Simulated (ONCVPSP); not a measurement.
niobium (Nb): one change to an ONCV potential, before and after

* Element: niobium (Nb)
* Generator: ONCVPSP 4.0.1
* Type: optimised norm-conserving Vanderbilt (ONCV)
* Functional: PBE
* Relativity: scalar-relativistic
* Frozen core: [Kr]
* Valence charge: 5
* Reference configuration: 4d2 (charge +3)
* Partial waves: s scattering state at 0.15 Ha: rc 2.70 bohr, ncon 3, nbas 7, qcut 2.5 1/bohr, 2 projectors, debl 2.5 Ha; p scattering state at 0.27 Ha: rc 2.40 bohr, ncon 3, nbas 6, qcut 3.2 1/bohr, 2 projectors, debl 3.4 Ha; 4d: rc 2.70 bohr, ncon 4, nbas 8, qcut 5.8 1/bohr, 1 projector
* Local potential: polynomial inside 1.65 bohr (lpopt 5, dvloc0 4 Ha)
* Core correction: Teter function, fcfact 4.75, rcfact 1.65

In the s channel the program set the typed energies aside and used 0.050, 2.550 Ha. In the p channel the program set the typed energies aside and used 0.050, 3.450 Ha.

Change: s: rc 3.48. In the s channel the program set the typed energies aside and used -0.939, 1.561 Ha. In the p channel the program set the typed energies aside and used 0.050, 3.450 Ha.

Cutoffs: the cutoffs (Ha) at which the residual kinetic energy of the hardest occupied pseudo-wave falls to 1 and 0.1 mHa per electron; they do not see the model core or the augmentation charge, which bear on the density cutoff. Errors are all-electron minus pseudo energies relative to the spin-unpolarised reference configuration.

Problem. How do hardness, ghosts and transferability respond?

Solution. The potential gets neither clearly harder nor softer (12 Ha and 14 Ha → 12 Ha and 14 Ha); the lowest positive-energy flag moves from s at 48.6 eV to s at 29.3 eV; of the 4 tests that both files solve, the error grows in 2 and shrinks in 0 by more than 15 % and 0.3 meV (median size 224.4 → 379.6 meV); neither file shows a bound ghost.

| quantity | base | changed |
| --- | --- | --- |
| cutoff, loose | 12 Ha | 12 Ha |
| cutoff, tight | 14 Ha | 14 Ha |
| bound ghosts | none | none |
| GHOST(+) flags under 300 eV | s at 48.6 eV, p at 102.9 eV | s at 29.3 eV, p at 102.9 eV |
| error for 4d4 5s1, meV [ΔE -45.40 eV] | -384 | -686 |
| error for 4d4, meV [ΔE -38.76 eV] | -365 | -365 |
| error for 4d3, meV [ΔE -24.72 eV] | -84 | -84 |
| error for 4d3 5s1 5p1, meV [ΔE -42.61 eV] | -60 | -395 |
| p: phases at 2.43 bohr within 0.05 rad from the reference energy up to (Ha; the scan ends near 5) | 3.6 | 3.6 |
| d: phases at 2.74 bohr within 0.05 rad from the reference energy up to (Ha; the scan ends near 5) | -0.3 | -0.3 |
| rms error of d²Exc/dni dnj with the model core, mHa | 23.27 | 23.27 |
